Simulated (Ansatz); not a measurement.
C3H4O, SMILES `O=C1CC1` (charge 0, multiplicity 1).

Cartesian coordinates (Å):
```xyz
8

O      2.1141    -0.0622    -0.1854
C      0.9251    -0.0272    -0.0811
C     -0.2920     0.7884    -0.0678
C     -0.3213    -0.7703     0.1216
H     -0.6648     1.1869    -1.0043
H     -0.5001     1.4030     0.8004
H     -0.5481    -1.1512     1.1107
H     -0.7128    -1.3673    -0.6940
```
Charge 0, spin multiplicity 1.

Frozen-core energies in 6-31g from Ansatz (a program for electronic structure) at a geometry from B3LYP-D3(BJ)/def2-TZVP; the HF reference has <S^2> = 0.00 and the T1 diagnostic is 0.013.

```tsv
level	energy (Ha)
HF	-190.63387
MP2	-191.02334
CCSD	-191.04806
```

Q: Estimate the energies of CCSD(T), CCSDT and CCSDT(Q), and give each level's difference from CCSDT(Q).

A: 
| level | energy (Ha) | difference from CCSDT(Q) (mHa) |
|---|---|---|
| MP2 | -191.02334 | 39.08 |
| CCSD | -191.04806 | 14.35 |
| CCSD(T) | -191.06050 | 1.92 |
| CCSDT | -191.06111 | 1.30 |
| CCSDT(Q) | -191.06241 | 0.00 |
